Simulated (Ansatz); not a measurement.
```yaml
crystal:
  periodic: [false, false, false]
  atoms:
    - {symbol: F, position_ang: [-1.121171, 1.581541, 1.457894]}
    - {symbol: Si, position_ang: [-1.359508, 0.734497, 0.143377]}
    - {symbol: F, position_ang: [-1.297576, 1.750715, -1.067293]}
    - {symbol: O, position_ang: [-0.214911, -0.371873, -0.010698]}
    - {symbol: Si, position_ang: [1.351536, -0.853143, -0.152543]}
    - {symbol: H, position_ang: [-2.685731, 0.117153, 0.194655]}
    - {symbol: H, position_ang: [1.359212, -2.331347, -0.246793]}
    - {symbol: H, position_ang: [2.114232, -0.413696, 1.040930]}
    - {symbol: H, position_ang: [1.942318, -0.260248, -1.376730]}
basis:
  gaussian: {orbitals: cc-pVTZ}
total_charge: -1
magnetization: {spin_polarized: true, initial_magnetization: 9}
hamiltonian: {xc: {name: SPW92}}
scf: {lower_state_search: light}
```

```sh
$ ansatz run in.yaml --threads 4 --pin off --events-out ev --progress --plain --max-ram 10444MiB
```

It prints (some lines left out):

```
Functional definition: SPW92
1249 factors; their error is unknown
mean field evaluation 1: about -23070.2482 eV, gradient 1.0e2 eV
mean field evaluation 2: about -22327.6454 eV, gradient 3.5e2 eV
mean field evaluation 4: about -23073.8992 eV, gradient 1.2e2 eV
mean field evaluation 8: about -23156.7950 eV, gradient 2.8e1 eV
mean field evaluation 16: about -23163.4894 eV, gradient 1.3e0 eV
mean field evaluation 32: about -23163.4407 eV, gradient 2.0e-3 eV
mean field evaluation 160: about -23163.4401 eV, gradient 4.3e-2 eV
mean field -23163.44068420 eV, -851.2407444005 hartree, gradient 2.7e-6 eV, S^2 24.754342; 10 other end points of the search recorded, 0 dependent functions left out
reference -23163.44072542 eV, -851.2407459152 hartree; 34, 25 occupied and 180, 189 virtual orbitals, 1249 factors
Total energy: -23163.44072542 eV, -851.2407459152 hartree
```

Q: What is wrong with this run?

A: The spin is set far too high for this molecule. The calculation finished and met its thresholds. The result belongs to that input, not to the molecule as meant.
